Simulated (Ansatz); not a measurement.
The cluster Li2Al5. Charge 0, multiplicity 2. Geometry PBE-D4/def2-SVP; atoms count from 1.

```xyz
7

Li    1.074    0.898   -2.607
Li   -2.335    0.811    1.625
Al   -1.046   -1.461    0.949
Al    0.717   -1.423   -1.265
Al    2.080    0.308    0.019
Al    0.455    0.300    2.026
Al   -0.945    0.568   -0.748
```

The structure comes from a short search, and lower isomers may exist.

(1) Estimate the Mulliken populations from the PBE0/def2-TZVP orbitals of Ansatz.

(2) Where does the spin sit?

(3) And the Mayer bond orders between bonded heavy atoms (over 0.3)?

Answers

(1) 
```
atom  charge (e)  spin (α − β)
 Li1        0.54          0.01
 Li2        0.54          0.01
 Al3       -0.18          0.07
 Al4       -0.19          0.06
 Al5       -0.17          0.23
 Al6       -0.17          0.23
 Al7       -0.37          0.39
```
Mulliken values and Mayer orders depend strongly on the basis.

(2) Summed by element: Li 0.01, Al 0.99, of 1 unpaired in all. Largest on single atoms: Al7 0.39, Al5 0.23, Al6 0.23.

(3) Al3–Al4 0.46 (2.83 Å); Al3–Al6 0.84 (2.55 Å); Al3–Al7 0.70 (2.65 Å); Al4–Al5 0.85 (2.55 Å); Al4–Al7 0.70 (2.64 Å); Al5–Al6 0.74 (2.58 Å). Values over 0.3 also appear between atoms too far apart for a bond (Al3–Al5 0.39 at 3.71 Å; Al4–Al6 0.39 at 3.72 Å; Al5–Al7 0.38 at 3.13 Å; Al6–Al7 0.38 at 3.12 Å); they arise where an orbital or an unpaired electron spreads over both atoms.
